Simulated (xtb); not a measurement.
xtb input file for B(H)(I)(OH) (BH₂IO), SMILES OBI, GFN2-xTB. 

```
$ xtb mol.xyz --gfn 2 --sp --chrg 0 --uhf 0 --json
$ cat mol.xyz
5

B      0.58576833    -1.45975966     0.00000000
H      1.72604731    -1.71086335    -0.00000000
I     -0.02497102     0.58412146    -0.00000000
O     -0.26477000    -2.45496578    -0.00000000
H     -1.21326512    -2.30904966     0.00000000
```

It prints:

```
[banner left out]
          |                Calculation Setup                |
           -------------------------------------------------



           -------------------------------------------------
          |                 G F N 2 - x T B                 |
           -------------------------------------------------

        Reference                      10.1021/acs.jctc.8b01176
      * Hamiltonian:
        H0-scaling (s, p, d)           1.850000    2.230000    2.230000
        zeta-weighting                 0.500000
      * Dispersion:
        s8                             2.700000
        a1                             0.520000
        a2                             5.000000
        s9                             5.000000
      * Repulsion:
        kExp                           1.500000    1.000000
        rExp                           1.000000
      * Coulomb:
        alpha                          2.000000
        third order                    shell-resolved
        anisotropic                    true
        a3                             3.000000
        a5                             4.000000
        cn-shift                       1.200000
        cn-exp                         4.000000
        max-rad                        5.000000


          ...................................................
          :                      SETUP                      :
          :.................................................:
          :  # basis functions                  20          :
          :  # atomic orbitals                  19          :
          :  # shells                            9          :
          :  # electrons                        18          :
          :  max. iterations                   250          :
          :  Hamiltonian                  GFN2-xTB          :
          :  restarted?                      false          :
          :  GBSA solvation                  false          :
          :  PC potential                    false          :
          :  electronic temp.          300.0000000     K    :
          :  accuracy                    1.0000000          :
          :  -> integral cutoff          0.2500000E+02      :
          :  -> integral neglect         0.1000000E-07      :
          :  -> SCF convergence          0.1000000E-05 Eh   :
          :  -> wf. convergence          0.1000000E-03 e    :
          :  Broyden damping             0.4000000          :
          :  net charge                          0          :
          :  unpaired electrons                  0          :
          ...................................................

 iter      E             dE          RMSdq      gap      omega  full diag
   1    -10.1114182 -0.101114E+02  0.107E+01    6.88       0.0  T
   2    -10.2245241 -0.113106E+00  0.965E+00    3.61       1.0  T
   3    -10.2609859 -0.364618E-01  0.552E+00    4.89       1.0  T
   4    -10.2528741  0.811186E-02  0.294E+00    4.32       1.0  T
   5    -10.2678425 -0.149684E-01  0.964E-01    5.05       1.0  T
   6    -10.2691600 -0.131758E-02  0.581E-01    4.93       1.0  T
   7    -10.2693328 -0.172738E-03  0.309E-01    4.81       1.0  T
   8    -10.2694694 -0.136598E-03  0.127E-01    4.86       1.0  T
   9    -10.2695000 -0.306567E-04  0.120E-02    4.89       3.7  T
  10    -10.2694999  0.990703E-07  0.140E-02    4.89       3.2  T
  11    -10.2695002 -0.320918E-06  0.363E-03    4.89      12.3  T
  12    -10.2695003 -0.284906E-07  0.109E-03    4.89      41.2  T
  13    -10.2695003 -0.333316E-09  0.586E-04    4.89      76.3  T
  14    -10.2695003 -0.111008E-08  0.143E-04    4.89     313.6  T

   *** convergence criteria satisfied after 14 iterations ***

         #    Occupation            Energy/Eh            Energy/eV
      -------------------------------------------------------------
         1        2.0000           -0.7362767             -20.0351
       ...           ...                  ...                  ...
         3        2.0000           -0.6356801             -17.2977
         4        2.0000           -0.5610324             -15.2665
         5        2.0000           -0.5405444             -14.7090
         6        2.0000           -0.5138043             -13.9813
         7        2.0000           -0.4509731             -12.2716
         8        2.0000           -0.4225280             -11.4976
         9        2.0000           -0.4152014             -11.2982 (HOMO)
        10                         -0.2355615              -6.4100 (LUMO)
        11                         -0.1244069              -3.3853
        12                          0.0094016               0.2558
        13                          0.0267109               0.7268
        14                          0.0270803               0.7369
       ...                                ...                  ...
        19                          0.6321921              17.2028
      -------------------------------------------------------------
                  HL-Gap            0.1796399 Eh            4.8883 eV
             Fermi-level           -0.3253815 Eh           -8.8541 eV

 SCC (total)                   0 d,  0 h,  0 min,  0.007 sec
 SCC setup                      ...        0 min,  0.000 sec (  2.747%)
 Dispersion                     ...        0 min,  0.000 sec (  1.501%)
 classical contributions        ...        0 min,  0.000 sec (  0.469%)
 integral evaluation            ...        0 min,  0.001 sec ( 13.785%)
 iterations                     ...        0 min,  0.004 sec ( 59.377%)
 molecular gradient             ...        0 min,  0.001 sec ( 19.618%)
 printout                       ...        0 min,  0.000 sec (  2.217%)

         :::::::::::::::::::::::::::::::::::::::::::::::::::::
         ::                     SUMMARY                     ::
         :::::::::::::::::::::::::::::::::::::::::::::::::::::
         :: total energy             -10.212508712828 Eh    ::
         :: gradient norm              0.000211209613 Eh/a0 ::
         :: HOMO-LUMO gap              4.888250705182 eV    ::
         ::.................................................::
         :: SCC energy               -10.269500101982 Eh    ::
         :: -> isotropic ES            0.047355621036 Eh    ::
         :: -> anisotropic ES          0.000382032181 Eh    ::
         :: -> anisotropic XC         -0.007482034494 Eh    ::
         :: -> dispersion             -0.002114070682 Eh    ::
         :: repulsion energy           0.056991389154 Eh    ::
         :: add. restraining           0.000000000000 Eh    ::
         :: total charge              -0.000000000000 e     ::
         :::::::::::::::::::::::::::::::::::::::::::::::::::::

           -------------------------------------------------
          |                Property Printout                |
           -------------------------------------------------

    * Orbital Energies and Occupations

         #    Occupation            Energy/Eh            Energy/eV
      -------------------------------------------------------------
         1        2.0000           -0.7362767             -20.0351
         2        2.0000           -0.7347302             -19.9930
         3        2.0000           -0.6356801             -17.2977
         4        2.0000           -0.5610324             -15.2665
         5        2.0000           -0.5405444             -14.7090
         6        2.0000           -0.5138043             -13.9813
         7        2.0000           -0.4509731             -12.2716
         8        2.0000           -0.4225280             -11.4976
         9        2.0000           -0.4152014             -11.2982 (HOMO)
        10                         -0.2355615              -6.4100 (LUMO)
Note: The following floating-point exceptions are signalling: IEEE_DENORMAL
normal termination of xtb
        11                         -0.1244069              -3.3853
        12                          0.0094016               0.2558
        13                          0.0267109               0.7268
        14                          0.0270803               0.7369
        15                          0.0772516               2.1021
        16                          0.1118821               3.0445
        17                          0.3947003              10.7403
        18                          0.5303771              14.4323
        19                          0.6321921              17.2028
      -------------------------------------------------------------
                  HL-Gap            0.1796399 Eh            4.8883 eV
             Fermi-level           -0.3253815 Eh           -8.8541 eV

     #   Z          covCN         q      C6AA      α(0)
     1   5 B        2.615     0.393    16.227     6.821
     2   1 H        0.940    -0.084     5.012     3.500
     3  53 I        0.916    -0.225   388.735    34.036
     4   8 O        1.623    -0.408    21.013     6.187
     5   1 H        0.805     0.323     0.654     1.271

 Mol. C6AA /au·bohr⁶  :        977.223413
 Mol. C8AA /au·bohr⁸  :      60027.602929
 Mol. α(0) /au        :         51.814503


Wiberg/Mayer (AO) data.
largest (>0.10) Wiberg bond orders for each atom

 ---------------------------------------------------------------------------
     #   Z sym  total        # sym  WBO       # sym  WBO       # sym  WBO
 ---------------------------------------------------------------------------
     1   5 B    3.339 --     4 O    1.383     3 I    0.979     2 H    0.970
     2   1 H    0.993 --     1 B    0.970
     3  53 I    1.017 --     1 B    0.979
     4   8 O    2.292 --     1 B    1.383     5 H    0.868
     5   1 H    0.895 --     4 O    0.868
 ---------------------------------------------------------------------------

Topologies differ in total number of bonds
Writing topology from bond orders to xtbtopo.mol

molecular dipole:
                 x           y           z       tot (Debye)
 q only:       -0.365      -0.582       0.000
   full:       -0.236      -1.561      -0.000       4.012
molecular quadrupole (traceless):
                xx          xy          yy          xz          yz          zz
 q only:        1.577       2.975      -1.368       0.000       0.000      -0.209
  q+dip:        3.913       4.973      -5.135      -0.000       0.000       1.223
   full:        2.625       4.602      -4.256       0.000       0.000       1.631


           -------------------------------------------------
          | TOTAL ENERGY              -10.212508712828 Eh   |
          | GRADIENT NORM               0.000211209613 Eh/α |
          | HOMO-LUMO GAP               4.888250705182 eV   |
           -------------------------------------------------

------------------------------------------------------------------------
------------------------------------------------------------------------
 total:
 SCF:
```

The run converged.
